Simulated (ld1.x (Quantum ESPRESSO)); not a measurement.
**Which change was made? (Mn, TM semilocal)**

ld1.x (Quantum ESPRESSO) 7.5 input, shortened:

```
&input
   title='Mn', zed=25., rel=0, dft='PZ', iswitch=3,
   config='[Ar] 3d5 4s2 4p0'
 /
 &inputp
   pseudotype=1, tm=.true., lloc=1,
   nlcc=.true.
 /
3
4S  1  0   2.00   0.00  2.65  2.65  0.0
3D  3  2   5.00   0.00  1.40  1.40  0.0
4P  2  1   0.00   0.00  2.30  2.30  0.0
 &test
   configts(1)='3d5 4s2 4p0'
 /
```

Cutoffs, loose and tight: the cutoffs (Ry, on a coarse ladder) from which the occupation-weighted sum of valence levels, in a spherical-Bessel basis at the reference potential, stays within 10 and 1 mRy of its value at 400 Ry. They do not see the model core or the augmentation charge, which bear on the density cutoff. Test errors are all-electron minus pseudo excitation energies from the reference, over the configurations 3d5 4s1 4p0; 3d5 4s0 4p0; 3d4 4s0 4p0; 3d5.5 4s1.5 4p0; 3d4 4s2 4p0; 3d5 4s1 4p1; 3d5 4s0 4p2 (two spin-polarised tests are not counted in the largest error); variants that change the core or the reference have their own tests.

The base gives: outcome: generated; cutoff, loose: 110 Ry; cutoff, tight: 140 Ry; bound ghosts: none; largest test error (meV): -260.

Question: After one change the result is: outcome: generated; cutoff, loose: 90 Ry; cutoff, tight: 140 Ry; bound ghosts: none; largest test error (meV): -398. Which change was it?
A. all radii but the core radius scaled by about 1.16 (s 3.06, p 2.66, d 1.62 bohr)
B. all radii but the core radius scaled by about 1.34 (s 3.54, p 3.08, d 1.86 bohr)
C. all radii but the core radius scaled by about 0.92 (s 2.44, p 2.12, d 1.28 bohr)

Answer: A. The others give: all radii but the core radius scaled by about 0.92 (s 2.44, p 2.12, d 1.28 bohr) → outcome: generated; cutoff, loose: 140 Ry; cutoff, tight: 160 Ry; bound ghosts: none; largest test error (meV): -226 | all radii but the core radius scaled by about 1.34 (s 3.54, p 3.08, d 1.86 bohr) → outcome: generated; cutoff, loose: 70 Ry; cutoff, tight: 110 Ry; bound ghosts: none; largest test error (meV): -697.
